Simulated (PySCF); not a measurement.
F2Sr, SMILES [F][Sr][F] (connectivity only; charge and spin as stated), charge +1, multiplicity 2. Geometry: PBE0-D3(BJ)/def2-TZVP. The spin state was assumed, not searched. The isomer is the one that the SMILES or the coordinates give; other isomers of the formula were not compared. The def2 effective core potentials stand for the cores of Sr; spin–orbit coupling is left out.

Level of theory: PBE0-D3(BJ)/def2-TZVP (PySCF).

Harmonic wavenumbers (cm⁻¹): 286, 340, 477. Rotational constants (GHz): 13.71, 4.928, 3.625; symmetry number 2.

Q: Work out the zero-point energy and the ideal-gas rigid-rotor harmonic-oscillator thermochemistry at 298.15 K and 1 atm.

A: ZPE = ½ Σ hcν = ½ × 1103 cm⁻¹ = 6.60 kJ/mol. H − E(el) = 19.28 kJ/mol. Entropy in J/(mol K): translation 169.02, rotation 97.53, vibration 14.34, spin 5.76, total 286.66. G − E(el) = -66.19 kJ/mol. Cp = 52.49 J/(mol K).
